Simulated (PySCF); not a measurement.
## Worked example for `CN(C)[SiH3]` (C2H9NSi): homolysis of bond N2–Si4

Numbering: `[CH3:1][N:2]([CH3:3])[SiH3:4]`

Energies: M06-2X/def2-TZVP (PySCF, density fitting, integration grid level 3) on PBE0-D3(BJ)/def2-SVP structures. Zero-point and thermal terms (298.15 K, 1 bar) come from unscaled PBE0-D3(BJ)/def2-SVP harmonic frequencies, with soft modes damped to free rotors in the entropy.

Step: `CN(C)[SiH3]` → `C[N]C` + SiH3•.

```csv
species,charge,multiplicity,E / Eh
CN(C)[SiH3],0,1,-425.838180
C[N]C,0,2,-134.482069
SiH3•,0,2,-291.205566
```

Thermal terms, products less reactant: Δ(H − E) = -18.03 kJ/mol, Δ(G − E) = -71.02 kJ/mol. 1 Eh = 2625.50 kJ/mol.

What are ΔE, ΔH and ΔG of this step?

ΔE = 0.150545 Eh = 395.26 kJ/mol; ΔH = 377.2 kJ/mol; ΔG = 324.2 kJ/mol, all in the gas phase at 298.15 K and 1 bar. The digits show the arithmetic; the method itself can be off by 10 kJ/mol or more.
